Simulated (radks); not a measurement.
Values are calculated unless marked as measured or tabulated.
Neutral aluminium inside a hard spherical wall (all orbitals vanish at R), configuration held at [Ne] 3s2 3p1 and not refilled when levels cross. Code: a radial shooting solver on a logarithmic mesh with Libxc functionals. Model: non-relativistic Kohn-Sham, PBE, spin-polarised, spherical densities, point nucleus; open shells are filled with parallel spins first. Eigenvalues in eV for spin up, with the zero of energy where the potential of the charges vanishes at infinity; a dash marks a level that is unbound or too diffuse for the functional's potential to be trusted. A positive occupied level is held by the wall or, in an anion where self-interaction has pushed it up, behind a barrier. The pressure on the wall is -dE/dV.

| R (bohr) | E (hartree) | kinetic (hartree) | e(2s) | e(2p) | e(3s) | e(3p) | e(4s, empty) | e(4p, empty) | pressure (GPa) |
|---|---|---|---|---|---|---|---|---|---|
| free | -242.23204 | 241.839 | -107.66 | -69.633 | -8.024 | -3.018 | - | - | 0 |
| 20 | -242.23204 | 241.839 | -107.66 | -69.633 | -8.024 | -3.018 | -0.415 | 0.248 | < 0.0001 |
| 15 | -242.23203 | 241.839 | -107.66 | -69.631 | -8.023 | -3.017 | -0.295 | 0.601 | < 0.0001 |
| 12 | -242.23192 | 241.840 | -107.64 | -69.613 | -8.010 | -3.003 | 0.048 | 1.305 | 0.00189 |
| 7 | -242.21813 | 241.921 | -106.89 | -68.864 | -7.534 | -2.352 | 4.602 | 7.909 | 0.671 |
| 6 | -242.19275 | 242.047 | -106.02 | -67.997 | -6.966 | -1.545 | 8.459 | 12.677 | 2.73 |
| 4 | -241.85081 | 243.296 | -100.21 | -62.178 | -1.919 | 5.170 | 33.933 | 40.787 | 67.8 |
| 3 | -240.85481 | 246.107 | -91.998 | -53.952 | 9.705 | 19.156 | 80.298 | 87.907 | 492 |
| 2 | -235.75550 | 258.593 | -71.673 | -33.052 | 62.514 | 74.760 | 244.32 | 242.66 | 6820 |
| 1.5 | -224.50293 | 284.451 | -42.522 | -1.761 | 168.58 | 174.38 | 515.42 | 483.92 | 41900 |
